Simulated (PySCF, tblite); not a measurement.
Isomers of C5H6NO2 (doublet state), one GFN2-xTB conformer each. Single-point energies are computed at B3LYP/pcH-1 (PySCF, gas phase, no added dispersion term), electronic only. GFN2-xTB treats the open shell by occupation alone, and not every SCF solution was tested for stability.

Question: Rank them by B3LYP/pcH-1 energy, lowest first (kJ/mol).
A. `[CH2:1]=[CH:2][O:3]/[CH:4]=[CH:5]\[NH:6][C:7]=[O:8]` (doublet state) with C1–C2–O3–C4 180°, C2–O3–C4–C5 180°, C4–C5–N6–C7 180°, C5–N6–C7–O8 0°
B. `[CH2:1]=[CH:2][O:3]/[CH:4]=[CH:5]\[N:6][CH:7]=[O:8]` (doublet state) with C1–C2–O3–C4 -179°, C2–O3–C4–C5 -179°, C4–C5–N6–C7 168°, C5–N6–C7–O8 -43°
C. `[CH2:1]=[CH:2][O:3]/[CH:4]=[C:5]/[NH:6][CH:7]=[O:8]` (doublet state) with C1–C2–O3–C4 179°, C2–O3–C4–C5 169°, C4–C5–N6–C7 -33°, C5–N6–C7–O8 8°

Answer: B (0.0), A (0.5), C (82.3).

As drawn, the highest has an N–H bond, which the lowest lacks. Neighbours under 21 kJ/mol apart (C=CO/C=C\[N]C=O and C=CO/C=C\N[C]=O) can change places with a better method, another conformer or zero-point energy. GFN2-xTB itself gives, in the same order: 0.0, 37.7, 93.4. Both levels put the same isomer lowest; measured from each level's own lowest isomer, the values differ by up to 37.2 kJ/mol (C=CO/C=C\N[C]=O: 37.7 against 0.5).

Q: What happens when harmonic zero-point energies from GFN2-xTB frequencies are added?

A: 
```csv
SMILES,ZPE (kJ/mol),electronic (kJ/mol),with ZPE (kJ/mol)
C=CO/C=C\[N]C=O,260.1,0.0,0.0
C=CO/C=C\N[C]=O,264.4,0.5,4.8
C=CO/C=[C]/NC=O,260.6,82.3,82.7
```

The zero-point energies span 4.3 kJ/mol. The order is unchanged.
